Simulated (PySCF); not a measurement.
**Low-lying terms of La³⁹⁺ (lanthanum, charge +39)**

Ground state [Ar], ¹S. Calculation: PySCF 2.14, in an uncontracted even-tempered set (20 s from 1.17 bohr⁻², ratio 2.5; 14 p from 1.52 bohr⁻², ratio 2.5; 6 d from 2.13 bohr⁻², ratio 2.7; 3 f from 63 bohr⁻², ratio 2.7); scalar relativity by spin-free X2C-1e. Vertical excitation energies in eV without spin-orbit coupling; excited terms of each kind are numbered among those the solver found. Frozen: [Ne].

```csv
term,leading excitation,EOM-EE-CCSD
1 3P°,3p → d,217.93
1 3F°,3p → d,225.21
1 1D°,3p → d,236.77
1 3D°,3p → d,237.14
1 1F°,3p → d,237.33
1 1P°,3p → d,281.07
1 3D,3s → d,418.32
1 1D,3s → d,424.77
```

The spin-orbit splitting of the hole, absent here, rivals or exceeds the spacing of these terms, so the LS terms are model states.

The solver can miss terms. The 29 highest virtual orbitals were dropped.
